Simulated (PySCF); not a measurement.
Geometry (Å), atoms numbered from 1 in this order:
```xyz
22

Si   -2.442   -0.892    1.675
N    -1.785   -0.119    0.246
Si   -2.893    0.539   -0.942
Al    0.002    0.000   -0.002
C     1.493   -0.649    1.092
C     2.644   -0.463    0.082
C     2.443    0.800   -0.778
C     1.052    0.818   -1.443
H    -3.264    0.066    2.481
H    -1.314   -1.389    2.519
H    -3.324   -2.046    1.311
H    -3.774   -0.528   -1.513
H    -3.782    1.582   -0.339
H    -2.102    1.157   -2.049
H     1.641    0.007    1.971
H     1.435   -1.675    1.488
H     2.679   -1.338   -0.593
H     3.629   -0.425    0.579
H     3.256    0.881   -1.520
H     2.543    1.685   -0.123
H     1.045    0.169   -2.339
H     0.757    1.819   -1.792
```

Geometry: PBE0-D3(BJ)/def2-SVP; GIAO shifts from PySCF 2.14.0 with density-fitted response routines, gas phase, non-relativistic, averaged over equivalent atoms.

At PBE0/pcSseg-1 (227 basis functions, 46 s wall time on 1 thread of an Arm Neoverse V1, shared host):
| atoms | δ (ppm) |
| --- | --- |
| Si1/Si3 | -48.2 |
| N2 | 38.5 |
| Al4 | 182.0 |
| C6/C7 | 28.8 |
| C5/C8 | 4.9 |
| H9/H10/H11/H12/H13/H14 | 4.86 |
| H17/H18/H19/H20 | 1.53 |
| H15/H16/H21/H22 | 0.16 |

Chemical shifts δ = σref − σ; 29Si (σref 351.99) and 13C (σref 184.41) and 1H (σref 31.27) against TMS; NH3 for 15N (σref 265.67); AlH4- for 27Al (σref 489.28), all at this level.

What do these become at B3LYP/pcSseg-1?

Answers


```csv
atoms,δ at B3LYP/pcSseg-1,change
Si1/Si3,-52.7,-4.5
N2,45.2,+6.7
Al4,186.7,+4.7
C6/C7,30.4,+1.6
C5/C8,5.5,+0.6
H9/H10/H11/H12/H13/H14,4.76,-0.10
H17/H18/H19/H20,1.55,+0.02
H15/H16/H21/H22,0.15,-0.01
```

Chemical shifts δ = σref − σ; TMS for 29Si (σ = 337.86 ppm), 13C (σ = 179.24 ppm), 1H (σ = 31.38 ppm); 15N (σ = 263.54 ppm) against NH3; 27Al (σ = 484.83 ppm) vs AlH4-, all at this level.

The largest change is at N2 (nitrogen bonded to Al, 2 Si). Cost: 227 basis functions, 44 s wall time on 1 thread of an Arm Neoverse V1, shared host.

Experimental scales use liquid or dissolved standards, which lie at an offset from isolated NH3 (liquid NH3: subtract about 20 ppm).
